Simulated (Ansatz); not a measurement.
Cu₈Te₄. The state is a singlet with charge 0. Geometry PBE-D4/def2-SVP, basis def2-TZVP, Ansatz.

Cartesian coordinates in Å:
```
Cu -0.3675 1.5795 -1.2497
Cu 1.7375 -0.7093 2.1644
Cu -2.1126 0.9696 0.3621
Cu 1.0665 -0.5444 -1.7172
Cu -1.4620 -0.8377 -1.1630
Cu 1.4532 0.8657 0.3316
Cu 0.3182 -1.6408 0.4214
Cu -0.4633 0.2779 1.8981
Te -0.7310 0.2118 -3.3232
Te -0.1897 2.7113 1.0692
Te -2.1318 -1.5778 1.2232
Te 2.8826 -1.3058 -0.0169
```

```json
{"run": "A", "HOMO (eV)": "-6.17", "LUMO (eV)": "-3.49"}
{"run": "B", "HOMO (eV)": "-5.32", "LUMO (eV)": "-4.01"}
{"run": "C", "HOMO (eV)": "-5.18", "LUMO (eV)": "-4.05"}
{"run": "D", "HOMO (eV)": "-6.30", "LUMO (eV)": "-3.47"}
```

In the def2 sets Te takes a core potential; there is no spin–orbit coupling. Single mean-field runs in def2-TZVP are fitted with def2-universal-jkfit. Another isomer (singlet) lies 0.38 eV lower at PBE0-D4/def2-TZVP; other spin states weren't run for this one.

**Question.** The runs used PBE, PBE0, r2SCAN, r2SCAN0. Estimate which is which.

**Answer.** A PBE0 (25 % exact exchange); B r2SCAN (0 % exact exchange); C PBE (0 % exact exchange); D r2SCAN0 (25 % exact exchange). Exact exchange lowers occupied and raises empty levels; among semilocal functionals meta-GGAs tend to open the gap a little, and such runs are hard to tell apart. The gap grows from 1.13 eV (PBE) to 2.83 eV (r2SCAN0).
